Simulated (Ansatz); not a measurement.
Relaxation of AlF$_{3}$H$_{4}$OSi (10 atoms, charge 0, multiplicity 1), to a largest force component of 0.03 eV/Å in at most 50 steps.

All numbers below come from RKS B3LYP-D4/cc-pVDZ in Ansatz.

```xyz
10
Properties=species:S:1:pos:R:3:forces:R:3
Si 0.082 0.147 -0.092 -0.37 0.04 0.14
H 0.051 -0.228 1.322 0.44 0.00 -0.09
F 1.490 -0.247 -0.790 0.02 -0.03 -0.03
F -0.210 1.704 -0.406 0.01 0.00 0.01
F -1.059 -0.753 -0.934 0.02 -0.02 -0.02
O -2.406 0.002 1.326 0.91 -0.20 0.33
Al -2.988 -1.067 0.039 -0.05 -0.01 0.00
H -2.852 -2.639 0.242 0.02 0.04 -0.01
H -3.961 -0.343 -0.977 0.03 -0.04 0.02
H -1.714 -0.314 1.950 -1.03 0.21 -0.34
```

**Question.** Where does it end, and by what steps?

**Answer.** The forces met the threshold. After 30 steps the energy has fallen by 0.678 eV; H10 moved furthest, 1.19 Å. Joined: Si1–O6 (2.87 → 1.94 Å).

```
step  energy less start (eV)  largest force component (eV/Å)  accepted
   0                  0.0000                           1.035       yes
   2                 -0.1453                           1.870       yes
   4                 -0.3232                           0.438       yes
   6                 -0.4197                           1.897        no
   8                 -0.6057                           0.348       yes
  10                 -0.6172                           0.094       yes
  12                 -0.6233                           0.177       yes
  14                 -0.6246                           0.106       yes
  16                 -0.6263                           0.150       yes
  18                 -0.6157                           1.061        no
  20                 -0.6363                           0.283       yes
  22                 -0.6422                           0.248       yes
  24                 -0.6541                           0.512       yes
  26                 -0.6635                           0.598       yes
  28                 -0.6774                           0.032       yes
  30                 -0.6782                           0.029       yes
```

```xyz
10
Properties=species:S:1:pos:R:3
Si -0.124 0.024 0.183
H 0.555 -0.716 1.258
F 1.056 0.100 -0.965
F -0.381 1.649 0.308
F -1.088 -1.006 -0.941
O -1.829 -0.168 1.086
Al -2.812 -1.214 -0.117
H -2.916 -2.721 0.327
H -3.884 -0.362 -0.905
H -2.143 0.677 1.444
```

Whether the end is a true minimum wasn't checked by a vibrational analysis.

Time of the run: 67 s on 4 threads of Arm Neoverse V1, on a shared host, peak memory 0.28 GiB.
